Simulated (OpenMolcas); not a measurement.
## Run times for doublet C2H9NSi+

C2H9NSi+: 13 atoms, total charge +1, spin state doublet. SMILES of the parent species: `CN(C)[SiH3]`. The coordinates come from a PBE0-D4/def2-TZVP relaxation. That shape belongs to the parent species and isn't relaxed for this state.

```xyz
13

C    -0.8534    1.0515   -0.5674
N    -0.0643    0.1014    0.1769
C     1.2573    0.5768    0.5037
Si   -0.4044   -1.5804    0.1019
H    -0.4161    1.2925   -1.5485
H    -0.9475    1.9915   -0.0094
H    -1.8607    0.6637   -0.7354
H     1.1974    1.5091    1.0790
H     1.8701    0.7783   -0.3884
H     1.7871   -0.1567    1.1157
H     0.0687   -2.2753   -1.1371
H    -1.8797   -1.7523    0.1670
H     0.2656   -2.2347    1.2567
```

Program: OpenMolcas 26.06. Hardware: 1 thread of Intel Xeon 6975P-C (Granite Rapids), shared host, so times are rough. Two-electron integrals are exact unless an approximation is named.

Problem. Estimate their order by wall time, quickest first.
A. energy at UHF/STO-3G
B. energy at UHF/6-31G* (spherical functions)
C. energy at UPBE/6-31G* (spherical functions), grid UltraFine

Solution. A (1.4 s), B (5.1 s), C (44 s).
